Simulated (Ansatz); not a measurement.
Born–Oppenheimer molecular dynamics of F3H5OSi2 (11 atoms, charge 0, multiplicity 1). It starts at the highest image of a converged band. Of that band: The profile has 2 maxima (images 4, 6) with wells between them (image 5): this band takes more than one step, which may be the mechanism or a detour left from its start path. A vibrational analysis at the climbing image gives one clearly imaginary mode, 1352i cm⁻¹: a first-order saddle point.

Theory: Ansatz, RHF/def2-SVP.

```json
{
 "ensemble": "NVE (velocity Verlet)",
 "time step": "0.5 fs",
 "steps asked": "200",
 "starting velocities drawn for": "100 K",
 "seed": "4439"
}
```

First frame:

```xyz
11
Properties=species:S:1:pos:R:3
Si 0.068 -0.181 0.077
O -0.194 -0.666 1.742
Si -1.358 -0.344 2.948
H -2.679 -0.725 2.433
H -0.964 -1.183 4.092
H -1.285 1.085 3.282
H 1.149 0.702 -0.308
F -1.175 0.869 0.116
F -0.521 -1.227 -0.970
F 1.382 -1.474 0.579
H 0.702 -1.342 1.544
```

(1) How far do the bonds stretch over the last three quarters of this one trajectory? (Pairs bonded in most of those frames.)

## Answers

(1) 
```
   bond  mean (Å)  spread (Å)  shortest  longest
 Si1–H7     1.458       0.004      1.45     1.46
 Si1–F8     1.638       0.062      1.52     1.74
 Si1–F9     1.600       0.012      1.58     1.62
Si1–F10     1.666       0.092      1.56     1.91
 O2–Si3     1.714       0.027      1.65     1.75
 O2–H11     0.955       0.013      0.94     1.01
 Si3–H4     1.468       0.013      1.45     1.49
 Si3–H5     1.478       0.022      1.44     1.51
 Si3–H6     1.470       0.004      1.46     1.48
```

Mean temperature of the second half: 482 K. The conserved energy stayed within 0.028 meV per atom of its start (net change 0.022 meV per atom), so the integration is sound. The kinetic energy rose, since the run started high on the potential surface and went downhill. It ends in pieces (F3HSi + H4OSi), so much of that is their flight and rotation, not heat. A run of 0.1 ps of so small a system gives no equilibrium averages. The orbitals stay closed-shell, which can raise the energy where a bond breaks towards radicals; this wasn't checked here.

Time of the run: 4.3 min on 2 threads of Arm Neoverse V2 (shared host), peak memory 0.25 GiB.
